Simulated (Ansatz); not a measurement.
One change: `O=C[SiH2]F` becomes `F[SiH2]C=S`.

Ansatz, PBE0-D4/def2-TZVP geometries, multiplicity 1. Each molecule was computed in one conformer, which needn't be the lowest.

| property | `O=C[SiH2]F` |
| --- | --- |
| HOMO–LUMO gap (ωB97M-V/def2-TZVPP) / eV | 10.04 |
| HOMO–LUMO gap (PBE0/def2-TZVPP) / eV | 5.43 |
| HOMO–LUMO gap (PBE/def2-TZVPP) / eV | 2.78 |
| HOMO–LUMO gap (B3LYP/def2-TZVPP) / eV | 4.96 |
| LUMO energy (PBE/def2-TZVPP) / eV | -3.13 |
| HOMO energy (PBE0/def2-TZVPP) / eV | -7.41 |

Q: What does the change do to each property? (Best estimate.)

A: The calculation gave: 
| property | `F[SiH2]C=S` | shift |
| --- | --- | --- |
| HOMO–LUMO gap (ωB97M-V/def2-TZVPP) / eV | 8.11 | -1.93 |
| HOMO–LUMO gap (PBE0/def2-TZVPP) / eV | 3.73 | -1.70 |
| HOMO–LUMO gap (PBE/def2-TZVPP) / eV | 1.60 | -1.18 |
| HOMO–LUMO gap (B3LYP/def2-TZVPP) / eV | 3.33 | -1.63 |
| LUMO energy (PBE/def2-TZVPP) / eV | -4.04 | -0.91 |
| HOMO energy (PBE0/def2-TZVPP) / eV | -6.85 | 0.56 |

With PBE0 the HOMO rises by 0.56 eV and the LUMO falls by 1.14 eV, so the gap narrows by about 1.70 eV. PBE moves the HOMO by 0.27 eV and ωB97M-V by 0.69 eV.

B3LYP here is the variant with VWN-RPA as its local correlation; programs differ in this.
